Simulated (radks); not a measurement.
Radial electron density D(r) = 4 pi r^2 rho(r) of an atom or ion with 21 electrons. All-electron calculation, scalar-relativistic Kohn-Sham, PBE, spin-polarised, spherical densities, point nucleus. Program: a radial shooting solver on a logarithmic mesh with Libxc functionals.

r (bohr),D(r) (e/bohr),spin D(r)
0.002982,1.118,0.00168
0.003883,1.796,0.00270
0.005016,2.808,0.00421
0.006531,4.374,0.00654
0.008437,6.579,0.00978
0.01099,9.736,0.0143
0.01431,13.87,0.0201
0.01848,18.65,0.0262
0.02406,23.80,0.0316
0.03133,28.05,0.0335
0.04047,30.01,0.0293
0.0527,28.98,0.0183
0.06862,25.74,0.00723
0.08864,23.35,0.0135
0.1154,24.87,0.0619
0.1491,29.89,0.165
0.1942,33.21,0.336
0.2528,28.82,0.615
0.3266,18.94,1.13
0.4252,11.84,2.05
0.5537,12.30,3.12
0.7153,14.20,3.58
0.9314,11.41,2.99
1.213,5.772,1.81
1.567,1.961,0.852
2.04,0.5082,0.353
2.635,0.1594,0.149
3.431,0.04599,0.0458
4.468,0.006830,0.00683
5.771,0.0003876,0.000388

What is the nuclear charge?

Answer. Z = 25. The innermost maximum, from 1s, lies near gamma/Z bohr with gamma = sqrt(1 - (Z/c)^2) = 0.983, here 0.0393 bohr (found: 0.0425), and its height grows with Z. The density is that of the manganese ion Mn4+ in [Ne] 3s1.75 3p6 3d3 4p0.25; the configuration itself is not fixed sharply by these data, and Z only to about a unit. D(r) has 3 maxima, at r = 0.0425, 0.194, 0.715 bohr, and minima at 0.0930, 0.472 bohr, inside which lie 2.11, 10.60 electrons.
